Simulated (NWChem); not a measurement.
# CH4AlF; SMILES [AlH]([F])[CH3]

All runs: NWChem. The geometry was optimised at PBE0/def2-SVP. Ions are spin-unrestricted doublets at the neutral geometry; other ion states weren't tried.

Task: Predict the results for PBE/def2-SVP. Quantities: vertical ionisation energy, ΔSCF (eV); −ε(HOMO) (eV).

Result: 
- vertical ionisation energy, ΔSCF (eV) = 10.32
- −ε(HOMO) (eV) = 6.91
